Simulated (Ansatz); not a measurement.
The same path of CH$_{7}$NSi$_{2}$ (11 atoms, charge 0, multiplicity 1) was run 3 times with different band settings. Lost on the way: Si3–H8. Made: N2–H8.

The calculation used UKS B3LYP-D4/def2-SVP in Ansatz.

Relaxed end points:

```xyz
11
Properties=species:S:1:pos:R:3
C -0.624 1.436 -0.340
N -0.085 0.127 -0.038
Si 0.187 -0.925 1.335
Si 0.743 -1.196 -0.832
H -1.010 1.477 -1.372
H -1.461 1.684 0.334
H 0.134 2.235 -0.237
H -1.020 -1.513 1.992
H 1.135 -0.460 2.393
H -0.039 -1.990 -1.827
H 2.106 -0.932 -1.388
```

```xyz
11
Properties=species:S:1:pos:R:3
C -0.618 1.190 -0.076
N -0.531 -0.253 0.185
Si 0.464 -1.038 1.784
Si 0.844 -1.332 -0.500
H -1.027 1.393 -1.080
H -1.252 1.684 0.678
H 0.388 1.627 -0.014
H -1.451 -0.689 0.109
H 1.442 0.140 1.695
H 0.179 -2.355 -1.366
H 1.627 -0.424 -1.394
```

Common settings: movable images 5; climbing image yes; optimiser quadratic models (default); force threshold 0.03 eV/Å; iteration limit 60; end points relaxed.

| run | spring | start path |
| --- | --- | --- |
| 1 | 5.0 eV/Å² | through a guess of the saddle point |
| 2 | 5.0 eV/Å² | straight line |
| 3 | 0.5 eV/Å² | through a guess of the saddle point |

**Question.** What does each run give, and how far can it be trusted?

**Answer.** Run 1: converged after 13 iterations, highest image 2.286 eV above the first end. A vibrational analysis at the climbing image gives one clearly imaginary mode, 1246i cm⁻¹: a first-order saddle point.
Run 2: converged after 13 iterations, highest image 2.285 eV above the first end. Another band between the same ends (5 images) ends at a top of the same energy, where a vibrational analysis finds 1 clearly imaginary mode.
Run 3: converged after 13 iterations, highest image 2.286 eV above the first end. Another band between the same ends (5 images) ends at a top of the same energy, where a vibrational analysis finds 1 clearly imaginary mode.
The orbitals stay closed-shell, which can raise the energy where a bond breaks towards radicals; this wasn't checked here.
